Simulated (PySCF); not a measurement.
C₂H₅Be, multiplicity 2. Atoms are numbered in the order given.

```xyz
8

Be    -0.6258    -1.7134     0.0000
C      0.4387    -0.3900     0.0000
C     -0.2025     1.0087     0.0000
H      1.1021    -0.4940     0.8714
H      1.1021    -0.4940    -0.8714
H     -0.8343     1.1631    -0.8786
H     -0.8343     1.1631     0.8786
H      0.5504     1.8032     0.0000
```
Charge 0, spin multiplicity 2.

Coordinates come from a r2SCAN-D4/def2-TZVP optimisation. The multiplicity is an assumed one; other spin states were not compared. The isomer is the one that the SMILES or the coordinates give; other isomers of the formula were not compared.

The numbers are results of PBE0/def2-TZVPD in PySCF, not measurements.

Mulliken values depend strongly on the basis, most of all with diffuse functions as here. ESP charges are fitted to the potential on shells at 1.4 to 2.0 van der Waals radii. Atomic charges (e):

```tsv
atom	Mulliken	ESP fit	meta-Löwdin	Mulliken spin
Be1	-0.11	-0.21	0.70	0.93
C2	0.00	1.05	-0.89	0.09
C3	-0.86	-0.62	-0.34	0.01
H4	0.17	-0.26	0.11	-0.01
H5	0.17	-0.26	0.11	-0.01
H6	0.23	0.11	0.11	0.00
H7	0.23	0.11	0.11	0.00
H8	0.17	0.08	0.11	0.00
```
